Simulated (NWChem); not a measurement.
Molecule: Si₂H₅O₂F; SMILES [Si@H](F)([SiH2]O)O

```xyz
10

O      0.6137    -2.3323    -0.0947
Si    -0.6645    -1.2790     0.1404
Si     0.0567     0.8866    -0.3891
O     -1.0057     1.9726     0.2668
F      1.5276     1.0430     0.3121
H      1.4454    -2.0751     0.3159
H     -1.1675    -1.2879     1.5514
H     -1.7577    -1.7327    -0.7636
H      0.2904     1.1796    -1.8358
H     -0.9126     2.9002     0.0280
```
Atoms are numbered in this order, from 1.

All runs: NWChem. Medium grid unless said otherwise, to which SCAN and Minnesota functionals are sensitive. Geometry: optimised at PBE0/def2-SVP. B3LYP is NWChem's, with the RPA form of VWN correlation. Total energies of different functionals are on different scales.

```tsv
level	energy (Ha)	highest occupied level (eV)	orbital gap (eV)	dipole (D)
PBE/def2-SVP	-831.4708	-6.40	5.24	1.59
B3LYP/def2-SVP	-832.0726	-7.55	7.08	1.65
LDA (Slater exchange, VWN5)/def2-SVP	-827.9880	-6.46	5.08	1.66
r2SCAN/def2-SVP	-831.8640	-6.78	5.90	1.66
Hartree-Fock/def2-SVP	-829.6956	-11.03	14.10	1.90
M06-2X/def2-SVP	-831.9050	-9.00	9.53	1.73
```
